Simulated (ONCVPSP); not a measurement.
Building the ONCV potential for I (Z = 53) (PBE, fully relativistic).

iodine, optimised norm-conserving Vanderbilt (ONCV), made with ONCVPSP 4.0.1 (PBE, fully relativistic). Core [Kr] 4d10, reference 5s2 5p4 (charge +1). Waves: 5s: rc 1.75 bohr, ncon 4, nbas 9, qcut 3.2 1/bohr, local; 5p: rc 1.75 bohr, ncon 3, nbas 7, qcut 5 1/bohr, 2 projectors, debl 0.7 Ha. Local part: the s channel. Core correction: Teter function, fcfact 1.75, rcfact 1.84.

Open shells are filled in proportion to 2j + 1.

All-electron outer shells of the reference configuration (PBE, scalar-relativistic, ld1.x):

| shell | level (eV) | outermost node (bohr) | outermost maximum (bohr) |
| --- | --- | --- | --- |
| 4p | -137.13 | 0.37 | 0.72 |
| 4d | -59.81 | 0.35 | 0.78 |
| 5s | -26.25 | 0.88 | 1.70 |
| 5p | -15.35 | 0.96 | 1.97 |

Task: Does the generator finish with these settings?

Result: Yes, a potential is produced and its reference levels are reproduced.

Task: Estimate the cutoffs (Ha) at which the residual kinetic energy of the hardest occupied pseudo-wave falls to 1 and 0.1 mHa per electron.

Result: 44 Ha and 76 Ha.

Task: Does the potential have ghost states?

Result: No bound ghost flagged; GHOST(+) flagged for p3/2 at 549.1 eV.

Task: Which valence shell sets the plane-wave cutoff?

Result: 5s: 44 Ha for 1 mHa per electron, against 9 Ha for 5p.

Task: Tests: 5s2 5p5; 5s2 5p3; 5s2 5p2; 5s1 5p5. Which has the largest error in its energy relative to the reference configuration, and how large is it?

Result: 5s2 5p2, with -254 meV (all-electron minus pseudo) on +49.24 eV.
